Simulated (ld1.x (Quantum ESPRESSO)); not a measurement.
# Which change was made? (Zr, TM)

```
Element                 : Zr (Z = 40)
Generator               : ld1.x (Quantum ESPRESSO) 7.5
Type                    : norm-conserving Troullier–Martins (Kleinman–Bylander form)
Functional              : PBE
Relativity              : scalar-relativistic
Frozen core             : [Ar] 3d10
Valence charge          : 12
Reference configuration : 4s2 4p6 4d2 5s0 5p0 (charge +2)
Partial waves           : 4s (bound): rc 1.55 bohr; 4p (bound): rc 1.75 bohr; 4d (bound): rc 1.55 bohr
Local potential         : all-electron potential smoothed inside 1.30 bohr (lloc = -1)
Core correction         : Bessel-smoothed model core inside 1.45 bohr
```

Cutoffs, loose and tight: the cutoffs (Ry, on a coarse ladder) from which the occupation-weighted sum of valence levels, in a spherical-Bessel basis at the reference potential, stays within 10 and 1 mRy of its value at 400 Ry. They do not see the model core or the augmentation charge, which bear on the density cutoff. Test errors are all-electron minus pseudo excitation energies from the reference, over the configurations 4s2 4p6 4d2 5s2 5p0; 4s2 4p6 4d2 5s1 5p0; 4s2 4p6 4d1 5s0 5p0; 4s2 4p6 4d3 5s0 5p0; 4s2 4p6 4d0 5s0 5p0; 4s2 4p5 4d2 5s2 5p0; 4s2 4p6 4d2 5s0 5p1; variants that change the core or the reference have their own tests. The largest error is taken over the tests solved by every variant that gives reliable tests at all, those not shown here included: 4s2 4p6 4d0 5s0 5p0; 4s2 4p6 4d1 5s0 5p0; 4s2 4p6 4d2 5s0 5p1; 4s2 4p6 4d3 5s0 5p0.

The base gives: outcome: generated; cutoff, loose: 55 Ry; cutoff, tight: 90 Ry; bound ghosts: none; largest test error (meV): +52.

On the changes marked as counting shells twice: ld1.x takes every shell without a wave as core, so the model core holds the marked electrons as well and exchange and correlation see them twice. This cancels in the reference configuration, but the file is broken for other ones, and its errors say nothing about a proper core correction.

**Question.** After one change the result is: outcome: generated; cutoff, loose: 40 Ry; cutoff, tight: 80 Ry; bound ghosts: s; largest test error (meV): 7 of 7 tests not solved or not reliable. Which change was it?
A. reference 4s2 4p6 4d2.5 5s1.5 5p0 (5s counted twice)
B. local potential the s channel
C. local potential all-electron potential smoothed inside 1.02 bohr (lloc = -1)
D. all radii but the core radius scaled by about 0.85 (s 1.32, p 1.50, d 1.32 bohr); local potential all-electron potential smoothed inside 1.10 bohr (lloc = -1)
E. core [Kr], valence charge 4; reference 4d2 5s2 5p0; waves now 5s (bound): rc 2.65 bohr; 5p (bound): rc 4.20 bohr; 4d (bound): rc 2.10 bohr; local potential all-electron potential smoothed inside 2.75 bohr (lloc = -2); core correction a·sin(br)/r model core inside 1.85 bohr

**Answer.** C. The others give: reference 4s2 4p6 4d2.5 5s1.5 5p0 (5s counted twice) → outcome: generated, misses its reference levels by 0.57 eV; cutoff, loose: 70 Ry; cutoff, tight: 100 Ry; bound ghosts: none; largest test error (meV): -3235 | local potential the s channel → outcome: generated; cutoff, loose: 55 Ry; cutoff, tight: 100 Ry; bound ghosts: none; largest test error (meV): +127 | core [Kr], valence charge 4; reference 4d2 5s2 5p0; waves now 5s (bound): rc 2.65 bohr; 5p (bound): rc 4.20 bohr; 4d (bound): rc 2.10 bohr; local potential all-electron potential smoothed inside 2.75 bohr (lloc = -2); core correction a·sin(br)/r model core inside 1.85 bohr → outcome: generated; cutoff, loose: 30 Ry; cutoff, tight: 35 Ry; bound ghosts: none; largest test error (meV): -257 | all radii but the core radius scaled by about 0.85 (s 1.32, p 1.50, d 1.32 bohr); local potential all-electron potential smoothed inside 1.10 bohr (lloc = -1) → outcome: generated; cutoff, loose: 80 Ry; cutoff, tight: 140 Ry; bound ghosts: s; largest test error (meV): +45.
